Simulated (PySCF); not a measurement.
Two-component Hartree-Fock for In¹⁹⁺ (indium, charge +19)

Start: [Ar] 3d10 4s2. Calculated with PySCF 2.14 in an even-tempered Gaussian basis (18 s from 1.2 bohr⁻², ratio 2.8; 13 p from 1.5 bohr⁻², ratio 2.8; 8 d from 2.7 bohr⁻², ratio 2.8; 4 f from 7.2 bohr⁻², ratio 3): generalised Hartree-Fock with the X2C-1e Hamiltonian and a Gaussian nucleus; one run each with spin-orbit coupling (SO) switched off, then screened by Boettger's factors.

| spinor shell | electrons | ε, spin-free (eV) | ε, screened SO (eV) | weight of nominal j (screened SO) | rms radius, screened SO (bohr) |
| --- | --- | --- | --- | --- | --- |
| 1s1/2 | 2 | -28617.7 | -28615.7 | 1.000 | 0.0340 |
| 2s1/2 | 2 | -4820.4 | -4819.8 | 1.000 | 0.139 |
| 2p1/2 | 2 | -4374.4 | -4521.1 | 1.000 | 0.120 |
| 2p3/2 | 4 | -4374.4 | -4307.4 | 1.000 | 0.125 |
| 3s1/2 | 2 | -1352.6 | -1352.4 | 1.000 | 0.366 |
| 3p1/2 | 2 | -1201.4 | -1229.5 | 1.000 | 0.360 |
| 3p3/2 | 4 | -1201.4 | -1188.6 | 1.000 | 0.371 |
| 3d3/2 | 4 | -972.84 | -977.78 | 1.000 | 0.342 |
| 4s1/2 | 2 | -557.36 | -557.34 | 1.000 | 0.810 |

**Question.** Where does 3d5/2 lie, and what is the 3d spin-orbit splitting (screened SO)?

**Answer.** At -969.46 eV, 8.321 eV above 3d3/2.

| quantity | spin-free | screened SO |
| --- | --- | --- |
| E (hartree) | -5730.04794 | -5731.31074 |
| M_J | 0 | 0 |
| ⟨J²⟩ | 0.000 | 0.000 |
| ⟨L²⟩ | 0.000 | 0.011 |
| ⟨S²⟩ | 0.000 | 0.011 |

Breit and QED terms are absent; they matter most for the inner s and p1/2 levels.

Densities and radii are taken from the X2C orbitals without a picture-change correction, which distorts them close to the nucleus.

Without spin-orbit coupling the j labels of p, d and f shells carry no meaning; the spin-free column gives the mean over the occupied spinors of each nl shell.
